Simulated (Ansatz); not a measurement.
```yaml
crystal:
  periodic: [false, false, false]
  atoms:
    - {symbol: C, position_ang: [-1.689406, -2.015692, 0.087479]}
    - {symbol: N, position_ang: [-0.984062, -0.973148, 0.782931]}
    - {symbol: C, position_ang: [-0.746442, -1.279642, 2.167719]}
    - {symbol: Ti, position_ang: [-0.065559, 0.411206, -0.119113]}
    - {symbol: C, position_ang: [-1.392745, 1.023537, -1.626633]}
    - {symbol: C, position_ang: [-0.141842, 2.036603, 1.208534]}
    - {symbol: C, position_ang: [1.602573, 0.820008, -1.817022]}
    - {symbol: C, position_ang: [2.141374, 1.266974, -0.600942]}
    - {symbol: C, position_ang: [2.261571, 0.151093, 0.258309]}
    - {symbol: C, position_ang: [1.816196, -0.990049, -0.436710]}
    - {symbol: C, position_ang: [1.388219, -0.573213, -1.712192]}
    - {symbol: H, position_ang: [-1.818898, -1.762091, -0.967445]}
    - {symbol: H, position_ang: [-1.157749, -2.978688, 0.144230]}
    - {symbol: H, position_ang: [-2.691806, -2.168646, 0.512421]}
    - {symbol: H, position_ang: [-0.187411, -2.220927, 2.289148]}
    - {symbol: H, position_ang: [-1.691712, -1.385596, 2.719072]}
    - {symbol: H, position_ang: [-0.176197, -0.482610, 2.651127]}
    - {symbol: H, position_ang: [-1.140529, 2.015085, -2.014008]}
    - {symbol: H, position_ang: [-1.466209, 0.337099, -2.475513]}
    - {symbol: H, position_ang: [-2.372867, 1.080082, -1.136571]}
    - {symbol: H, position_ang: [-1.174671, 2.054196, 1.578370]}
    - {symbol: H, position_ang: [0.062783, 2.985369, 0.703749]}
    - {symbol: H, position_ang: [0.533764, 1.956802, 2.065506]}
    - {symbol: H, position_ang: [1.359699, 1.432073, -2.671701]}
    - {symbol: H, position_ang: [2.388964, 2.286186, -0.347902]}
    - {symbol: H, position_ang: [2.618298, 0.174551, 1.277817]}
    - {symbol: H, position_ang: [1.769814, -1.995731, -0.046544]}
    - {symbol: H, position_ang: [0.954861, -1.204821, -2.474137]}
basis:
  gaussian: {orbitals: ANO-RCC-VTZP, fitting: {mean_field: def2-universal-jkfit}}
magnetization: {spin_polarized: true, initial_magnetization: 1}
hamiltonian: {xc: {name: BLYP}, dispersion: d4}
scf: {lower_state_search: light}
output: {forces: true}
```

```sh
$ ansatz run in.yaml --threads 11 --pin off --events-out ev --progress --plain --max-ram 174080MiB --backend cuda --devices 0, --max-vram 75GiB
```

Shortened log:

```
Error: a molecule whose nuclei and cores have a total charge of 100 cannot have a net charge of 0 together with 1 unpaired electrons
```

**Question.** Something in this input is off. What?

**Answer.** The number of unpaired electrons doesn't fit the electron count. The program refused the input.
